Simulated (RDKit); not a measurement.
Input file for RDKit: UFF on Si2H6 (SMILES [SiH3][SiH3]), a point of a torsion scan.

```python
from rdkit import Chem
from rdkit.Chem import AllChem, rdDetermineBonds

blocks = [
'''8

Si   -1.14918152    0.08900507   -0.00955783
Si    1.15120606   -0.06096548   -0.02558093
H    -1.77209200   -0.72877735   -1.05459633
H    -1.62349647    1.45931355   -0.22461773
H    -1.73269643   -0.35271030    1.26054564
H     1.71118203    0.03894220   -1.37667493
H     1.63433188   -1.33055225    0.52548545
H     1.78855029    0.99763399    0.76304412
''',
]
mol = None
for b in blocks:
    f = Chem.MolFromXYZBlock(b)
    rdDetermineBonds.DetermineBonds(f, charge=0)
    mol = f if mol is None else Chem.CombineMols(mol, f)
Chem.SanitizeMol(mol)
print(Chem.MolToSmiles(Chem.RemoveHs(mol)))
ff = AllChem.UFFGetMoleculeForceField(mol, vdwThresh=100.0, ignoreInterfragInteractions=False)
e = ff.CalcEnergy()
print(f'UFF energy {e:.6f} kcal/mol')
```

It printed:

```
[SiH3][SiH3]
UFF energy 1.606447 kcal/mol
```

The run finished.

Cost: roughly 0.020 core-seconds.
